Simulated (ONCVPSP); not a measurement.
## What one change does to a pseudopotential (Cr, ONCV)

- Element: chromium (Cr)
- Generator: ONCVPSP 4.0.1
- Type: optimised norm-conserving Vanderbilt (ONCV)
- Functional: LDA (Perdew-Zunger)
- Relativity: scalar-relativistic
- Frozen core: [Ne]
- Valence charge: 14
- Reference configuration: 3s2 3p6 3d5 4s1
- Partial waves: 3s+4s: rc 1.45 bohr, ncon 4, nbas 8, qcut 10.2 1/bohr, 2 projectors; 3p: rc 1.30 bohr, ncon 4, nbas 9, qcut 11.1 1/bohr, 1 projector; 3d: rc 1.75 bohr, ncon 4, nbas 8, qcut 7.5 1/bohr, 1 projector
- Local potential: polynomial inside 1.30 bohr (lpopt 5, dvloc0 3 Ha)
- Core correction: Teter function, fcfact 5.5, rcfact 1.6

Change: all radii but the core radius scaled by about 0.77 (s 1.12, p 1.00, d 1.36 bohr); local potential polynomial inside 1.00 bohr (lpopt 5, dvloc0 3 Ha).

Cutoffs: the cutoffs (Ha) at which the residual kinetic energy of the hardest occupied pseudo-wave falls to 1 and 0.1 mHa per electron; they do not see the model core or the augmentation charge, which bear on the density cutoff. Errors are all-electron minus pseudo energies relative to the spin-unpolarised reference configuration.

Predict the effect on cutoff, ghosts and configuration errors.

The potential gets harder (30 Ha and 47 Ha → 113 Ha and 134 Ha); of the 3 tests that both files solve, the error grows in 0 and shrinks in 3 by more than 15 % and 0.3 meV (median size 11.5 → 5.1 meV); neither file shows a bound ghost. A smaller radius makes the pseudo-wave follow the all-electron one further in, where it bends more sharply, so more plane waves are needed. Less of the atom is replaced, so other configurations are described better.

| quantity | base | changed |
| --- | --- | --- |
| cutoff, loose | 30 Ha | 113 Ha |
| cutoff, tight | 47 Ha | 134 Ha |
| loose cutoff by channel | s 30 Ha, p 27 Ha, d 26 Ha | s 40 Ha, p 40 Ha, d 113 Ha |
| bound ghosts | none | none |
| GHOST(+) flags under 300 eV | none | none |
| tests with a reliable result | 3 of 4 | 3 of 4 |
| error for 3s2 3p6 3d5 4s0, meV [ΔE 7.14 eV] | +5.1 | +2.2 |
| error for 3s2 3p6 3d4 4s0, meV [ΔE 23.48 eV] | -11 | -5.1 |
| error for 3s2 3p6 3d4 4s2, meV [ΔE -0.06 eV] | +21 | +8.6 |
| rms error of d²Exc/dni dnj with the model core, mHa | 1.84 | 1.37 |
